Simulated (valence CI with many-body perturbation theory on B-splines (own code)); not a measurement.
Which ion has this spectrum?

A relativistic CI+MBPT calculation for an atom or ion with 6 electrons gives these levels (Ry):

| J | Parity | E | g |
| --- | --- | --- | --- |
| 0 | even | 0.000 |  |
| 1 | even | 26.586 | 1.48 |
| 2 | even | 27.753 | 1.16 |
| 2 | odd | 40.620 | 1.57 |
| 1 | odd | 45.182 | 1.08 |
| 2 | even | 55.289 | 1.30 |
| 0 | even | 58.342 |  |
| 2 | odd | 65.970 | 1.54 |
| 3 | odd | 68.584 | 1.31 |
| 0 | odd | 71.395 |  |
| 1 | odd | 72.515 | 1.29 |
| 2 | odd | 73.268 | 1.07 |
| 1 | odd | 73.517 | 1.35 |
| 2 | even | 88.340 | 1.33 |

The energies are calculated, and their last digits are not significant.

Which is it?
A. Xe48+
B. La51+
C. Te46+
D. Cs49+

D. Cs49+, ground level (2s^2 2p1/2^2) J=0.
